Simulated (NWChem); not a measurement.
# C2H2ClF; SMILES C=C(F)Cl

```xyz
6

C     -1.1892     1.1593     0.0000
C     -0.0649     0.4569     0.0000
F      1.1450     1.0162     0.0000
Cl     0.0302    -1.2797     0.0000
H     -2.1532     0.6695     0.0000
H     -1.1402     2.2421     0.0000
```
Atoms are numbered in this order, from 1.

The geometry was optimised at B3LYP/6-31G* (spherical d).

Symmetry labels are those of Cs in the frame above (b1 and b2, or b-type labels, depend on it). States above −ε(HOMO) = 6.6 eV lie in this functional's continuum and hang on the basis.

Problem. List the 4 lowest vertical singlet excitations from PBE/def2-SVPD, TDA (NWChem).

Solution. 
```json
[
 {"state": "S1", "energy (eV)": "6.10", "oscillator strength": "0.000", "symmetry": "a\"", "leading excitation (squared amplitude)": "HOMO → LUMO+1 (0.99)"},
 {"state": "S2", "energy (eV)": "6.80", "oscillator strength": "0.004", "symmetry": "a\"", "leading excitation (squared amplitude)": "HOMO → LUMO+2 (0.99)"},
 {"state": "S3", "energy (eV)": "6.91", "oscillator strength": "0.000", "symmetry": "a\"", "leading excitation (squared amplitude)": "HOMO−1 → LUMO (0.99)"},
 {"state": "S4", "energy (eV)": "6.97", "oscillator strength": "0.288", "symmetry": "a'", "leading excitation (squared amplitude)": "HOMO → LUMO (0.68)"}
]
```
